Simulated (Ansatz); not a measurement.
Worked example: SbH2Cl → SbHCl + H

Species: SbH2Cl `[Cl][SbH2]`, singlet; SbHCl `[Cl][SbH]`, doublet; H atom, doublet. 

Shapes, held fixed at every level: PBE0-D4/def2-TZVP. Programs: Ansatz 0.2.0. The zero-point and thermal change to 298 K, harmonic and unscaled (PBE0-D4/def2-TZVP), is -14.9 kJ/mol.

At CCSD(T)/def2-TZVPP; 1 Eh = 2625.50 kJ/mol:

```
species  energy (Eh)
 SbH2Cl  -700.538496
  SbHCl  -699.930779
      H    -0.499810
```

Q: Work out ΔH(298 K) of the reaction at this level.

A: 
1. Products less reactants: (-699.930779) + (-0.499810) − [(-700.538496)] = 0.107907 Eh = +283.3 kJ/mol.
2. With the thermal change: +283.3 + (-14.9) = +268.4 kJ/mol.

Other levels give +179.0 (HF/def2-SVP) to +299.4 kJ/mol (SPW92/def2-TZVPP). No measured value is set beside it here. Open shells run unrestricted unless RO is named. For atoms past krypton def2 sets carry core potentials with scalar relativity. Correlated rows may include outer-core shells of Sb, which these sets cover unevenly.
